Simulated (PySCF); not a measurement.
**BHT (C15H24O): Computed beside measured shifts**

System: BHT (C15H24O), SMILES Cc1cc(C(C)(C)C)c(O)c(C(C)(C)C)c1.

Atom-mapped SMILES (hydrogens are numbered by the atom that bears them): [CH3:1][c:2]1[cH:3][c:4]([C:5]([CH3:6])([CH3:7])[CH3:8])[c:9]([OH:10])[c:11]([C:12]([CH3:13])([CH3:14])[CH3:15])[cH:16]1

Method: GIAO PBE0/pcSseg-2, gas phase, PySCF SCF with an in-house response code, fitting set def2-universal-JFIT up to Ne and JKFIT beyond, grid level 2, non-relativistic, geometry: PBE0-D3(BJ)/def2-SVP.

One optimised conformer. Values are averaged over the atoms that symmetry or fast rotation interchanges, on this one geometry and without vibrational averaging. Shifts are the reference shielding less the shielding here, at the same level (13C, 1H against isolated TMS; 17O against isolated H2O); nuclei without a reference have shieldings only.

Problem. What shifts does this level give for H on 3/16, H on 3/16, H on 3/16, H on 3/16, H on 3/16, H on 3/16, H on 3/16, H on 3/16, H on 3/16, H on 3/16, H on 3/16, H on 10, H on 10, H on 10, H on 10, H on 10, H on 10, H on 10, H on 10, H on 1, and how do they compare with measurement?

Solution. 
```csv
atom,nucleus,computed / ppm,measured / ppm,computed less measured,measured against,medium of the measurement
H on 3/16,1H,7.22,6.92,0.30,TMS,THF-d8
H on 3/16,1H,7.22,6.97,0.25,TMS,CD2Cl2
H on 3/16,1H,7.22,6.98,0.24,TMS,CDCl3
H on 3/16,1H,7.22,6.99,0.23,TMS,toluene-d8
H on 3/16,1H,7.22,7.05,0.17,TMS,C6D6
H on 3/16,1H,7.22,6.97,0.25,TMS,C6D5Cl
H on 3/16,1H,7.22,6.96,0.26,TMS,acetone-d6
H on 3/16,1H,7.22,6.87,0.35,TMS,DMSO-d6
H on 3/16,1H,7.22,6.97,0.25,TMS,CD3CN
H on 3/16,1H,7.22,7.06,0.16,TMS,TFE-d3
H on 3/16,1H,7.22,6.92,0.30,TMS,CD3OD
H on 10,1H,5.36,5.81,-0.45,TMS,THF-d8
H on 10,1H,5.36,5,0.36,TMS,CD2Cl2
H on 10,1H,5.36,5.01,0.35,TMS,CDCl3
H on 10,1H,5.36,4.72,0.64,TMS,toluene-d8
H on 10,1H,5.36,4.79,0.57,TMS,C6D6
H on 10,1H,5.36,5.5,-0.14,TMS,C6D5Cl
H on 10,1H,5.36,6.65,-1.29,TMS,DMSO-d6
H on 10,1H,5.36,5.2,0.16,TMS,CD3CN
H on 1,1H,2.31,2.21,0.10,TMS,THF-d8
```

Measured values: Fulmer et al., Organometallics 2010, 29, 2176.
